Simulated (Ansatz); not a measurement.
Reaction (redistribution): `[CH3][Al]([F])[SH]` + `[OH][Na]` → `[OH][Al]([F])[SH]` + `[CH3][Na]`

Program: Ansatz. Geometries: PBE0-D4/def2-TZVP. ΔE: electronic, gas phase. CCSD(T)/CBS adds triple-zeta CCSD(T) − MP2 to the extrapolated MP2 energy (def2 sets, frozen cores). DFT in def2-TZVPP. HSE06 is defined as in plane-wave codes. For Na outer-core shells are correlated without core-valence functions, which leaves a few kJ/mol of doubt a bond. One conformer a species, not always the lowest.

```json
{"level": "LDA (SPW92)", "ΔE (kJ/mol)": "-8.3"}
{"level": "HSE06-D4", "ΔE (kJ/mol)": "-3.0"}
{"level": "BLYP", "ΔE (kJ/mol)": "-13.7"}
{"level": "r2SCAN0", "ΔE (kJ/mol)": "2.1"}
```

(1) What does CCSD(T)/CBS give? (Best estimate.)

(2) What do rigid-rotor, harmonic-oscillator terms from PBE0-D4/def2-TZVP frequencies (298.15 K, 1 bar) make of the CCSD(T)/CBS value? (Estimate.)

Largest T1 diagnostic among the species: 0.012.

Answers

(1) Ansatz gave: +4.5 kJ/mol. The listed levels differ from it by -12.8, -7.5, -18.2, -2.4 kJ/mol.

(2) Computed: ΔZPE = -1.2 kJ/mol, ΔH = +1.4 kJ/mol, ΔS = -17 J/(mol·K), ΔG = +6.5 kJ/mol. Modes under 50 cm⁻¹ make the entropy rough.

From PBE to PBE0 (25 % exact exchange), in def2-TZVPP and without D4, ΔE moves by +5.4 kJ/mol. At CCSD(T), def2-SVP lies −3.1 kJ/mol from the extrapolated value and def2-TZVPP −10.1 kJ/mol.
